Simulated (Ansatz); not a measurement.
PBE exchange is replaced step by step with exact exchange (0 % is PBE, 25 % PBE0; no dispersion term), basis def2-SVP, Ansatz. System: C₆H₁₂N₂O (relaxed from a model of 1-ethyl-3-methylimidazolium hydroxide, whose bonding it doesn't keep). Charge 0, multiplicity 1. Geometry: PBE0-D4/def2-SVP.

Geometry of the singlet:

```xyz
21

C     2.4341   -0.9456    0.1498
C     1.9036    0.3976    0.6359
N     0.5921    0.7488    0.1443
C     0.3453    0.9776   -1.2149
C    -0.9384    0.6863   -1.4842
N    -1.5679    0.2634   -0.3069
C    -2.6632   -0.6636   -0.3184
C    -0.5593    0.0868    0.7129
H     3.4383   -1.1390    0.5567
H     2.4987   -0.9691   -0.9489
H     1.7825   -1.7757    0.4636
H     1.8513    0.4185    1.7362
H     2.6008    1.2032    0.3503
H     1.0901    1.4559   -1.8485
H    -1.5092    0.8660   -2.3932
H    -3.1301   -0.6858    0.6770
H    -2.3553   -1.6975   -0.5820
H    -3.4259   -0.3371   -1.0405
H    -0.3708   -0.9965    0.9168
O    -0.9263    0.5803    1.9608
H    -1.0904    1.5254    1.8332
```

```json
{"exact exchange (%)": "0", "HOMO (eV)": "-3.61", "LUMO (eV)": "0.38", "gap (eV)": "3.98"}
{"exact exchange (%)": "10", "HOMO (eV)": "-4.04", "LUMO (eV)": "0.75", "gap (eV)": "4.80"}
{"exact exchange (%)": "15", "HOMO (eV)": "-4.27", "LUMO (eV)": "0.94", "gap (eV)": "5.21"}
{"exact exchange (%)": "25", "HOMO (eV)": "-4.71", "LUMO (eV)": "1.32", "gap (eV)": "6.03"}
```

Problem. Fit a straight line to the column «gap (eV)» against the share of exact exchange and predict its value at 40 %.

Solution. With x = exact exchange (%) and y = gap (eV): mean x = 12.5, mean y = 5.005; Σ(x − x̄)(y − ȳ) = 26.65, Σ(x − x̄)² = 325; slope b = 0.082, intercept a = ȳ − b·x̄ = 3.98. The residuals of the fitted rows reach 0.00. At x = 40 the line gives 3.98 + (0.082 × 40) = 7.26; the run gave 7.28, 0.02 more than the line.
